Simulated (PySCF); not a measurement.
**Identify the compound**

Molecular formula: C$_{5}$H$_{5}$N$_{3}$. Simulated spectra:

¹H NMR (600 MHz, computed): δ 10.70 (br s, 1H), 3.02 (s, 1H), 2.60 (s, 3H).

¹³C{¹H} NMR (computed): δ 145.2 (C), 131.7 (C), 91.9 (CH), 78.8 (C), 9.9 (CH3).

Calculated, not measured (PySCF 2.14): PBE0/pcSseg-1 with gauge-including orbitals, B3LYP/pcJ-1 coupling constants (spin–dipole term only in couplings to heteroatoms), geometry from GFN2-xTB. One computed conformer, relativity neglected, fast rotation and ring inversion assumed for equivalent nuclei, no solvent.

References, each an isolated molecule treated in the same way: ¹H (31.72 ppm), ¹³C (186.93 ppm) against TMS.

Problem. Which candidate is it?
A. C#Cc1cnn(C)n1
B. C=Cc1ccnnn1
C. C#CCn1nccn1
D. C#Cc1nn[nH]c1C

Solution. D. 

- The formula gives 5 degrees of unsaturation (1 ring in the answer).
- 5 carbon signals for 5 carbons: no two carbons are equivalent.
- Carbon types of the structure: 3 × C, 1 × CH, 1 × CH3, leaving 1 H on heteroatoms.
- δC 145.2, 131.7: substituted aromatic carbon next to a ring nitrogen.
- δC 91.9: terminal alkyne carbon; sp carbons lie upfield of alkene carbons because the cylindrical π system leaves one tensor component strongly shielded.
- δC 78.8: alkyne carbon; the triple bond shields along its axis, which puts it between sp3 and sp2 carbons.
- δC 9.9: methyl carbon on an aromatic ring; saturated and bonded to C and H only.
- δH 10.70: hydrogen on a pyrrole-type ring nitrogen; exchangeable; this is the value without hydrogen bonding to other molecules.

The others: C#Cc1cnn(C)n1 would give 3 signals for carbon-bound and other non-exchanging H, not 2; C=Cc1ccnnn1 would give 5 signals for carbon-bound and other non-exchanging H, not 2; C#CCn1nccn1 would give 4 carbon signals, not 5.

The OH or NH signal is concentration- and solvent-dependent in practice; the value given is the gas-phase one. Shifts are as computed. Against solution values, carbons near 30 ppm lie about +3 ppm off and those near 130 ppm about +5 ppm. Of 1211 compounds with measured shifts, 218 miss one by over three times the rms of a fit or turn the order of signals round; such compounds aren't used in these exercises.
